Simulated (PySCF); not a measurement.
**Ionisation energy of Pd⁺ by level of theory**

Pd⁺ [Kr] 4d9 (2D) → Pd²⁺ [Kr] 4d8 (3F), as a difference of total energies. Calculation: PySCF 2.14, in aug-cc-pVTZ-PP with ECP28MDF (6s6p5d3f2g, 88 functions); a scalar-relativistic core potential. Correlated levels: valence: 4s2 4p6 frozen. The calculations carry no spin-orbit coupling.

**Question.** Order these methods by the ionisation energy they give, lowest first.
A. UHF
B. MP2 (valence)
C. SCS-MP2 (valence)
D. CCSD(T) (valence)

**Answer.** A (17.365 eV), D (19.220 eV), C (19.278 eV), B (19.410 eV).

The reference lies between the lowest fine-structure levels, while these numbers refer to the centres of the terms.

Errors of the correlated levels include the incompleteness of this basis and the frozen core.

For comparison: 19.43 ± 0.12 eV (semi-empirical (NIST evaluation); NIST Atomic Spectra Database, ionization energies).
